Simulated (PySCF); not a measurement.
# State search for HgO

Unrestricted PBE0; basis Hg def2-TZVPP with ECP60, O def2-TZVPP; scalar-relativistic core potentials; PySCF 2.14. Outer shells of the fragments: Hg 5d10 6s2; O 2s2 2p4.

Followed along the bond (rough minima from three points):

```tsv
2Ms+1	unpaired	⟨S²⟩ at the start	R at minimum (Å)	Te (eV)
3	σ ↑, π ↑	2.01	2.20	0.00
1	σ ↓, π ↑	1.01	2.13	0.36
1	none	0.00	1.89	0.46
```

Solutions found at the starting distance of 1.975 Å, counted from the lowest of them; the search is not exhaustive and high or unbound solutions are not listed, so other states can lie among these:

| 2Ms+1 | unpaired | term | E (eV) | ⟨S²⟩ | ⟨Lz²⟩ | μ (D) |
| --- | --- | --- | --- | --- | --- | --- |
| 3 | σ ↑, π ↑ | ³Π | 0.00 | 2.01 | 1.01 | -1.74 |
| 1 | σ ↓, π ↑ | mixed | 0.29 | 1.01 | 1.01 | -1.98 |
| 1 | none | ¹Σ⁺ | 0.36 | 0.00 | 0.00 | -4.91 |
| 3 | π ↑↑ | ³Σ⁻ | 2.28 | 2.01 | 0.00 | 2.20 |
| 3 | σ ↑↑ | ³Σ⁺ | 2.38 | 2.01 | 0.00 | -3.78 |
| 1 | π ↑↓ | mixed | 2.93 | 1.01 | 2.01 | 2.00 |

A term symbol is given only where ⟨S²⟩ and ⟨Lz²⟩ are close to those of a pure state; real π, δ and φ orbitals otherwise mix terms. A positive dipole means Hg(−)O(+).

Q: Compare the gap between the two lowest followed solutions at the starting distance with the gap between their minima.

A: At PBE0 the second solution (Ms = 0 of mixed spin, unpaired electrons σ ↓, π ↑) lies +0.29 eV from the first (triplet, unpaired electrons σ ↑, π ↑) at 1.975 Å and +0.36 eV at the minima; the two curves relax by different amounts, since their minima lie near 2.13 and 2.20 Å.

Spin–orbit coupling is left out. Counting both spins, an empty level lies below a filled one in some of these solutions, because spin and occupation are held.
